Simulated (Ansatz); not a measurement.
Start from `[CH3][Ti]12345678([Cl])([C@H]9[C@@H]1[C@@H]2[C@@H]3[C@H]94)[C@H]1[C@@H]5[C@@H]6[C@@H]7[C@H]18` and change one element to get `[CH3][Zr]12345678([Cl])([C@H]9[C@@H]1[C@@H]2[C@@H]3[C@H]94)[C@H]1[C@@H]5[C@@H]6[C@@H]7[C@H]18`.

Ansatz, PBE0-D4/def2-TZVP geometries, multiplicity 1. 

Elements past krypton have def2 core potentials. Scalar relativity is left out up to krypton.

```json
{"property": "size of the dipole moment (B3LYP/def2-TZVPP) / D", "`[CH3][Ti]12345678([Cl])([C@H]9[C@@H]1[C@@H]2[C@@H]3[C@H]94)[C@H]1[C@@H]5[C@@H]6[C@@H]7[C@H]18`": "3.55"}
{"property": "LUMO energy (B3LYP/def2-TZVPP) / eV", "`[CH3][Ti]12345678([Cl])([C@H]9[C@@H]1[C@@H]2[C@@H]3[C@H]94)[C@H]1[C@@H]5[C@@H]6[C@@H]7[C@H]18`": "-2.11"}
{"property": "HOMO–LUMO gap (B3LYP/def2-TZVPP) / eV", "`[CH3][Ti]12345678([Cl])([C@H]9[C@@H]1[C@@H]2[C@@H]3[C@H]94)[C@H]1[C@@H]5[C@@H]6[C@@H]7[C@H]18`": "4.24"}
{"property": "HOMO energy (PBE0/def2-TZVPP) / eV", "`[CH3][Ti]12345678([Cl])([C@H]9[C@@H]1[C@@H]2[C@@H]3[C@H]94)[C@H]1[C@@H]5[C@@H]6[C@@H]7[C@H]18`": "-6.56"}
{"property": "LUMO energy (PBE0/def2-TZVPP) / eV", "`[CH3][Ti]12345678([Cl])([C@H]9[C@@H]1[C@@H]2[C@@H]3[C@H]94)[C@H]1[C@@H]5[C@@H]6[C@@H]7[C@H]18`": "-1.87"}
{"property": "HOMO–LUMO gap (ωB97M-V/def2-TZVPP) / eV", "`[CH3][Ti]12345678([Cl])([C@H]9[C@@H]1[C@@H]2[C@@H]3[C@H]94)[C@H]1[C@@H]5[C@@H]6[C@@H]7[C@H]18`": "8.89"}
```

(1) What does the change do to each property? (Best estimate.)

## Answers

(1) Computed: 
| property | `[CH3][Zr]12345678([Cl])([C@H]9[C@@H]1[C@@H]2[C@@H]3[C@H]94)[C@H]1[C@@H]5[C@@H]6[C@@H]7[C@H]18` | shift |
| --- | --- | --- |
| size of the dipole moment (B3LYP/def2-TZVPP) / D | 3.39 | -0.16 |
| LUMO energy (B3LYP/def2-TZVPP) / eV | -1.58 | 0.53 |
| HOMO–LUMO gap (B3LYP/def2-TZVPP) / eV | 5.07 | 0.83 |
| HOMO energy (PBE0/def2-TZVPP) / eV | -6.87 | -0.31 |
| LUMO energy (PBE0/def2-TZVPP) / eV | -1.38 | 0.49 |
| HOMO–LUMO gap (ωB97M-V/def2-TZVPP) / eV | 9.51 | 0.62 |

With PBE0 the HOMO falls by 0.31 eV and the LUMO rises by 0.49 eV, so the gap widens by about 0.80 eV. PBE moves the HOMO by -0.29 eV and ωB97M-V by -0.30 eV. Dipoles are sizes alone; their direction can turn.

B3LYP here is the variant with VWN-RPA as its local correlation; programs differ in this.

Positive LUMOs are unbound, so they and the gaps depend on the basis.
